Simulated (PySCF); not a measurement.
Si(H)(SeH)3 (H4Se3Si), SMILES [SeH][SiH]([SeH])[SeH]. Atoms are numbered in the order given.

```xyz
8

Si     0.0341     0.6297    -0.1575
Se    -0.6377    -0.5510    -2.0097
Se    -1.3916     0.5525     1.6365
Se     2.0272    -0.2986     0.4975
H      0.1269     2.0803    -0.4731
H     -1.7169     0.4069    -2.3310
H     -1.4067    -0.9234     1.6499
H      2.5903    -0.2805    -0.8695
```

Geometry: B3LYP-D3(BJ)/def2-SVP. Other conformers were not sampled.

The numbers are results of PySCF with B3LYP-D3(BJ)/def2-SVP, not measurements.

Frequencies are harmonic and unscaled.

Q: List the normal modes with their intensities. (An estimate is asked for; the answer gives what the named calculation found.)

A: 
```json
[
 {"mode": "1", "ν (cm⁻¹)": "75", "IR (km/mol)": "0.4", "moving atoms (share of kinetic energy)": "Se 81 %, H 12 %"},
 {"mode": "2", "ν (cm⁻¹)": "88", "IR (km/mol)": "0.9", "moving atoms (share of kinetic energy)": "Se 89 %"},
 {"mode": "3", "ν (cm⁻¹)": "132", "IR (km/mol)": "1.8", "moving atoms (share of kinetic energy)": "Se 68 %, Si 23 %, H 9 %"},
 {"mode": "4", "ν (cm⁻¹)": "173", "IR (km/mol)": "4.3", "moving atoms (share of kinetic energy)": "H 85 %, Se 14 %"},
 {"mode": "5", "ν (cm⁻¹)": "196", "IR (km/mol)": "10.1", "moving atoms (share of kinetic energy)": "H 97 %"},
 {"mode": "6", "ν (cm⁻¹)": "234", "IR (km/mol)": "18.7", "moving atoms (share of kinetic energy)": "H 96 %"},
 {"mode": "7", "ν (cm⁻¹)": "309", "IR (km/mol)": "7.1", "moving atoms (share of kinetic energy)": "Si 55 %, Se 38 %"},
 {"mode": "8", "ν (cm⁻¹)": "425", "IR (km/mol)": "42.4", "moving atoms (share of kinetic energy)": "Si 71 %, Se 22 %"},
 {"mode": "9", "ν (cm⁻¹)": "435", "IR (km/mol)": "51.8", "moving atoms (share of kinetic energy)": "Si 71 %, Se 19 %, H 10 %"},
 {"mode": "10", "ν (cm⁻¹)": "606", "IR (km/mol)": "24.8", "moving atoms (share of kinetic energy)": "H 96 %"},
 {"mode": "11", "ν (cm⁻¹)": "645", "IR (km/mol)": "8.2", "moving atoms (share of kinetic energy)": "H 95 %"},
 {"mode": "12", "ν (cm⁻¹)": "681", "IR (km/mol)": "12.9", "moving atoms (share of kinetic energy)": "H 91 %"},
 {"mode": "13", "ν (cm⁻¹)": "750", "IR (km/mol)": "136.4", "moving atoms (share of kinetic energy)": "H 92 %"},
 {"mode": "14", "ν (cm⁻¹)": "817", "IR (km/mol)": "106.1", "moving atoms (share of kinetic energy)": "H 93 %"},
 {"mode": "15", "ν (cm⁻¹)": "2224", "IR (km/mol)": "85.0", "moving atoms (share of kinetic energy)": "H 97 %"},
 {"mode": "16", "ν (cm⁻¹)": "2392", "IR (km/mol)": "11.1", "moving atoms (share of kinetic energy)": "H 99 %"},
 {"mode": "17", "ν (cm⁻¹)": "2394", "IR (km/mol)": "14.3", "moving atoms (share of kinetic energy)": "H 99 %"},
 {"mode": "18", "ν (cm⁻¹)": "2410", "IR (km/mol)": "6.7", "moving atoms (share of kinetic energy)": "H 99 %"}
]
```
